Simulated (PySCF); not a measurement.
All values below come from TPSSh-D3(BJ)/def2-TZVP // PBE-D3(BJ)/def2-SVP in PySCF. Gas-phase values, no solvent. One relaxed conformer stands for a flexible species; it need not be the lowest. 

Reference species: [Nb(OH)4(NH2)] (neutral, multiplicity 1).

LUMO: -1.98 eV
mean distance from the central atom to its bonded neighbours: 1.944 Å
coordination number: 5
HOMO: -6.60 eV

After one change: the LUMO increases by 0.64 eV; the mean distance from the central atom to its bonded neighbours rises by 0.076 Å; the coordination number stays essentially unchanged; the HOMO goes up by 0.90 eV.

### Question
Name the change that produced these shifts. The new species is one of these.
A) [Nb(OH)2(NH2)3]
B) [Nb(OH)(NH2)4]
C) [Nb(NH2)5]
D) [Nb(OH)3(NH2)2]

### Answer
C, [Nb(NH2)5]
